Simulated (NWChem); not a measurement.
The numbers come from NWChem runs, not from measurements. System: H4Se2Si, charge 0, spin multiplicity 1, at a geometry optimised with B3LYP/def2-SVP. The structure started from a generated list of species. Level: RHF/def2-TZVP.

Input file:

```
start mol
memory heap 200 mb stack 800 mb global 1000 mb
geometry units angstroms nocenter noautoz
  Si     0.000000     0.000000    -0.996817
  Se    -1.793125    -0.756383     0.231379
  Se     1.793125     0.756383     0.231379
  H      0.349446    -1.172061    -1.845498
  H     -0.349446     1.172061    -1.845498
  H     -1.956244     0.520153     0.956321
  H      1.956244    -0.520153     0.956321
  symmetry group C2
end
basis spherical
  * library def2-tzvp
end
scf
  rhf
  nopen 0
  maxiter 100
  thresh 1e-7
  semidirect memsize 60000000 filesize 0
end
task scf energy
```

Part of the output:

```
             Northwest Computational Chemistry Package (NWChem) 7.3.0
             --------------------------------------------------------

                                NWChem Input Module
                                -------------------

 Scaling coordinates for geometry "geometry" by  1.889725989
 (inverse scale =  0.529177249)

 Turning off AUTOSYM since
 SYMMETRY directive was detected!

                             Geometry "geometry" -> ""
                             -------------------------

 Output coordinates in angstroms (scale by  1.889725989 to convert to a.u.)

  No.       Tag          Charge          X              Y              Z
 ---- ---------------- ---------- -------------- -------------- --------------
    1 Si                  14.0000     0.00000000     0.00000000    -0.99681700
    2 Se                  34.0000    -1.79312500    -0.75638300     0.23137900
    3 Se                  34.0000     1.79312500     0.75638300     0.23137900
    4 H                    1.0000     0.34944600    -1.17206100    -1.84549800
    5 H                    1.0000    -0.34944600     1.17206100    -1.84549800
    6 H                    1.0000    -1.95624400     0.52015300     0.95632100
    7 H                    1.0000     1.95624400    -0.52015300     0.95632100

 Effective nuclear repulsion energy (a.u.)     449.2550001147

            Nuclear Dipole moment (a.u.)
            ----------------------------
        X                 Y               Z
 ---------------- ---------------- ----------------
     0.0000000000     0.0000000000    -0.0000377945

      Symmetry information
      --------------------

 Group name             C2
 Group number              4
 Group order               2
 No. of unique centers     4

      Symmetry unique atoms

     1    2    4    6


 Summary of "ao basis" -> "" (spherical)
 ------------------------------------------------------------------------------
       Tag                 Description            Shells   Functions and Types
 ---------------- ------------------------------  ------  ---------------------
 *                         def2-tzvp                  on all atoms
[...]
 Vector   44  Occ=0.000000D+00  E= 9.237690D-02  Symmetry=a
              MO Center= -5.5D-13, -5.2D-13, -2.0D-01, r^2= 7.7D+00
   Bfn.  Coefficient  Atom+Function         Bfn.  Coefficient  Atom+Function
  ----- ------------  ---------------      ----- ------------  ---------------
     5      1.625903  1 Si s                148     -0.685953  6 H  s
   154     -0.685953  7 H  s                 56     -0.653174  2 Se px
   104      0.653174  3 Se px                20      0.580153  1 Si pz
    58      0.492750  2 Se pz               106      0.492750  3 Se pz
   136     -0.320863  4 H  s                142     -0.320863  5 H  s

 Vector   45  Occ=0.000000D+00  E= 1.105686D-01  Symmetry=a
              MO Center=  1.7D-13, -4.7D-14, -7.0D-02, r^2= 8.0D+00
   Bfn.  Coefficient  Atom+Function         Bfn.  Coefficient  Atom+Function
  ----- ------------  ---------------      ----- ------------  ---------------
    20      1.113060  1 Si pz                43     -0.855417  2 Se s
    91     -0.855417  3 Se s                148      0.769489  6 H  s
   154      0.769489  7 H  s                 57     -0.547979  2 Se py
   105      0.547979  3 Se py               136      0.516216  4 H  s
   142      0.516216  5 H  s                 58     -0.280795  2 Se pz

 Vector   46  Occ=0.000000D+00  E= 1.158980D-01  Symmetry=b
              MO Center= -1.9D-13, -1.2D-13, -4.1D-01, r^2= 8.2D+00
   Bfn.  Coefficient  Atom+Function         Bfn.  Coefficient  Atom+Function
  ----- ------------  ---------------      ----- ------------  ---------------
    18      1.150371  1 Si px                43      1.044126  2 Se s
    91     -1.044126  3 Se s                148     -0.566376  6 H  s
   154      0.566376  7 H  s                 57      0.471691  2 Se py
   105      0.471691  3 Se py                19      0.276584  1 Si py
    56      0.199746  2 Se px               104      0.199746  3 Se px

 center of mass
 --------------
 x =   0.00000000 y =   0.00000000 z =   0.06808500

 moments of inertia (a.u.)
 ------------------
         493.971487406077        -754.192768855995           0.000000000000
        -754.192768855995        2000.376281026508           0.000000000000
           0.000000000000           0.000000000000        2175.015379392738

  Mulliken analysis of the total density
  --------------------------------------

    Atom       Charge   Shell Charges
 -----------   ------   -------------------------------------------------------
    1 Si  14    13.61   2.00  0.58  1.39  0.83  0.34  4.12  1.73  0.50  1.38  0.28  0.14  0.26  0.04
    2 Se  34    34.30   2.00  2.00  1.16  0.78  0.96  0.93  6.00  5.94  0.96  2.38  1.09  8.96  1.04  0.02  0.07  0.01
    3 Se  34    34.30   2.00  2.00  1.16  0.78  0.96  0.93  6.00  5.94  0.96  2.38  1.09  8.96  1.04  0.02  0.07  0.01
    4 H    1     1.02   0.24  0.56  0.22  0.01
    5 H    1     1.02   0.24  0.56  0.22  0.01
    6 H    1     0.88   0.22  0.50  0.14  0.02
    7 H    1     0.88   0.22  0.50  0.14  0.02

       Multipole analysis of the density wrt the origin
       ------------------------------------------------

     L   x y z        total         open         nuclear
     -   - - -        -----         ----         -------
     0   0 0 0     -0.000000      0.000000     86.000000

     1   1 0 0     -0.000000      0.000000      0.000000
     1   0 1 0      0.000000      0.000000      0.000000
     1   0 0 1     -0.048546      0.000000     -0.000038

     2   2 0 0    -41.672428      0.000000    808.982554
     2   1 1 0     -2.388821      0.000000    319.158280
     2   1 0 1      0.000000      0.000000      0.000000
     2   0 2 0    -39.319100      0.000000    150.671805
     2   0 1 1      0.000000      0.000000      0.000000
     2   0 0 2    -39.092353      0.000000     93.534415

 Task  times  cpu:       11.8s     wall:       11.8s

 Total times  cpu:       11.9s     wall:       11.9s
```
